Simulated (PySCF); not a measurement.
# Nb (niobium, neutral) across methods

[Kr] 4d4 5s1, high-spin 6D determinant. Computed with PySCF 2.14 in aug-cc-pVTZ-PP with one added diffuse shell each of s, p, d, f, g type with ECP28MDF (7s7p6d4f3g, 113 functions), with scalar relativity through the core potential.

```csv
method,E (hartree),mean ε 4p β (eV),mean ε 5s α (eV),mean ε 4d α (eV),Σ⟨r²⟩ (bohr²),⟨S²⟩
PBE0,-56.6364,-34.826,-5.021,-4.822,53.53,8.751
PBE,-56.6544,-32.826,-4.506,-3.692,54.09,8.751
r2SCANh,-56.6634,-34.126,-4.929,-4.332,53.19,8.752
LDA,-56.4994,-32.879,-4.720,-3.770,54.15,8.750
wB97X-V,-56.5825,-37.472,-6.433,-6.845,53.70,8.751
UHF,-56.14935,-39.941,-6.230,-7.905,54.01,8.755
MN15,-56.5259,-35.532,-5.529,-5.271,53.49,8.752
```

Problem. Estimate the same row for r2SCAN.

Solution. E (hartree) = -56.6763; mean ε 4p β (eV) = -33.413; mean ε 5s α (eV) = -4.733; mean ε 4d α (eV) = -3.896; Σ⟨r²⟩ (bohr²) = 53.30; ⟨S²⟩ = 8.752.

Energies and moments cover only the electrons outside the core potential.
